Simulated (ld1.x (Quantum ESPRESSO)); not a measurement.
Sn: excitation energies, all-electron against TM

| Property | Result |
| --- | --- |
| Element | Sn |
| Generator | ld1.x (Quantum ESPRESSO) 7.5 |
| Type | norm-conserving Troullier–Martins (Kleinman–Bylander form) |
| Functional | Wu–Cohen |
| Relativity | fully relativistic |
| Frozen core | [Kr] |
| Valence charge | 14 |
| Reference configuration | 4d10 5s2 5p2 |
| Partial waves | 5p (bound): rc 2.70 bohr; 4d (bound): rc 1.35 bohr; 5s (bound): rc 1.50 bohr |
| Local potential | the s channel |
| Core correction | none |

Open shells are filled in proportion to 2j + 1 (rel_dist='average').

Energies are relative to the spin-unpolarised reference configuration 4d10 5s2 5p2; without spin polarisation the order of configurations can differ from experiment.

```
valence configuration  charge  ΔE all-electron (eV)  error AE − PS (meV)
         4d10 5s2 5p1      +1                 6.917                 -0.9
         4d10 5s2 5p0      +2                20.920                 -6.2
         4d10 5s1 5p0      +3                51.964                 +6.4
         4d10 5s0 5p4       0                14.234                  -13
          4d9 5s2 5p2      +1                32.623                  -93
       4d10 5s2 5p1.5    +0.5                 2.633                 -0.2
```

(1) What are ΔE and the potential's error for 4d10 5s0 5p0?

Levels in the configuration 4d10 5s1 5p0:

```csv
level,all-electron (eV),pseudo (eV)
4d j=3/2,-55.712,-55.495
4d j=5/2,-54.647,-54.435
5s j=1/2,-35.967,-35.953
```

Note: ghost state, extra bound levels that the all-electron valence spectrum of the same l lacks: p1/2 at -11760.7 eV. A true bound ghost makes a file unfit for plane-wave use.

Answers

(1) ΔE = 93.022 eV all-electron; the error (AE − PS) is +11 meV.
